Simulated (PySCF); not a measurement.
**[Cs2]− at several levels of theory**

Computed with PySCF 2.14.0 (density fitting, no spin-orbit coupling) at the geometry relaxed with r2SCAN:

```xyz
2
[Cs2]− (doublet)
Cs    0.0000    0.0000    2.7416
Cs    0.0000    0.0000   -2.7416
```

```
 level                    basis    state  HOMO (eV)  gap (eV)  charge on Cs1 (e)  dipole about the centre of mass (D)  largest force component (eV/Å)
r2SCAN   Cs def2-SVP with ECP46  doublet       0.32      0.66              -0.50                                 0.00                            0.00
revPBE                 the same  doublet       0.43      0.37              -0.50                                 0.00                            0.00
  BLYP                 the same  doublet       0.68      0.19              -0.50                                 0.00                            0.01
 M06-L                 the same  doublet       0.49      0.21              -0.50                                 0.00                            0.05
r2SCAN  Cs def2-TZVP with ECP46  doublet       0.32      0.65              -0.50                                 0.00                            0.00
r2SCAN            Cs x2c-SVPall  doublet       0.34      0.64              -0.50                                 0.00                            0.00
```

HOMO and gap are taken over both spins. Charges are Mulliken's, which hang on the basis. The relaxation used the grid (50, 194), these runs (75, 302) or, all-electron (x2c bases, spin-free X2C Hamiltonian), (99, 590).

Q: What does TPSS with Cs def2-SVP with ECP46 give here?

A: state doublet, HOMO (eV) 0.38, gap (eV) 0.31, charge on Cs1 (e) -0.50, dipole about the centre of mass (D) 0.00, largest force component (eV/Å) 0.01. Time: 1 s on 2 threads of Arm Neoverse V2 (shared host), from an already converged density.

No frequency check is given that shows the relaxed geometry to be a minimum. Open shells may have lower solutions than the one found.

The highest filled level of some runs lies above zero, as often for anions with such functionals and bases.

A gap near or under zero over both spins lies within a partly filled shell and is no excitation energy.
